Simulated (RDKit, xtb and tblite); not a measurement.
Relaxed torsion scan: C2H9NSi2, SMILES C=C[SiH2][SiH2]N, singlet. Scanned: dihedral C1–C2–Si3–Si4 and dihedral C2–Si3–Si4–N5; all other coordinates were relaxed at GFN2-xTB. GFN2-xTB can order the conformers of Si and Ge chains otherwise than DFT does. Points at φ and −φ are mirror images. Heavy atoms are numbered in the order of the SMILES C=C[SiH2][SiH2]N, hydrogens after them in the order of the atoms that carry them; the mirror image has the same energies with the sign of each dihedral reversed.

Computed with: GFN2-xTB (xtb and tblite); MMFF94 // GFN2-xTB (RDKit); UFF // GFN2-xTB (RDKit).

Energies in kJ/mol at chosen points (x: dihedral C1–C2–Si3–Si4 (°); y: dihedral C2–Si3–Si4–N5 (°)), relative to x = -60, y = 60:

```
method    (-30, -90)  (0, -120)  (180, -90)  (120, 120)  (-30, 150)  (-90, -30)  (-120, 0)
--------  ----------  ---------  ----------  ----------  ----------  ----------  ---------
GFN2-xTB        -0.5       -1.2         2.4        -1.5        -1.3        -1.5       -1.5
MMFF94           8.4       15.3         1.5         4.1        11.6        -0.6       -0.1
UFF              9.4       15.9         4.4        11.6        10.7         8.6       11.2
```

MMFF94 has few fitted parameters for silicon.
